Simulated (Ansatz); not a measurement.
Consider the ligand exchange at the Si–C bond: `B[SiH](C)CF` + `C=N` → `B[SiH](C)N=C` + `CF`.

Isolated molecules relaxed with PBE0-D4/def2-TZVP in Ansatz; ΔE leaves out vibrations. CCSD(T)/CBS is the MP2 limit (def2-TZVPP, def2-QZVPP) plus CCSD(T) − MP2 in def2-TZVPP, frozen cores. This one scheme is used for every species. Functionals use def2-TZVPP. B3LYP here is the variant with VWN-RPA as its local correlation; programs differ in this. Each species was taken in one conformer, which may not be the lowest.

(1) Is it downhill or uphill in electronic energy at CCSD(T)/CBS, and by how much? (Estimate.)

(2) What do these levels give: r2SCAN-D4, PBE0-D4, ωB97M-V, PBE, PBE0, B3LYP, MP2/def2-TZVPP, SCS-MP2/def2-TZVPP, HF/def2-QZVPP, MP2/def2-QZVPP, SCS-MP2/def2-QZVPP, MP2/CBS(def2)? (Estimate.)

Largest T1 diagnostic among the species: 0.012.

Results:

(1) Ansatz gave: Downhill: ΔE = -0.59 eV.

(2) The calculation gave: r2SCAN-D4 -0.59, PBE0-D4 -0.56, ωB97M-V -0.56, PBE -0.52, PBE0 -0.55, B3LYP -0.60, MP2/def2-TZVPP -0.65, SCS-MP2/def2-TZVPP -0.64, HF/def2-QZVPP -0.71, MP2/def2-QZVPP -0.66, SCS-MP2/def2-QZVPP -0.65, MP2/CBS(def2) -0.66 eV.

In def2-TZVPP, CCSD(T) changes the Hartree–Fock value by +0.12 eV (the triples alone add +0.01 eV) and MP2 by +0.05 eV. From PBE to PBE0 (25 % exact exchange), in def2-TZVPP and without D4, ΔE moves by −0.03 eV.
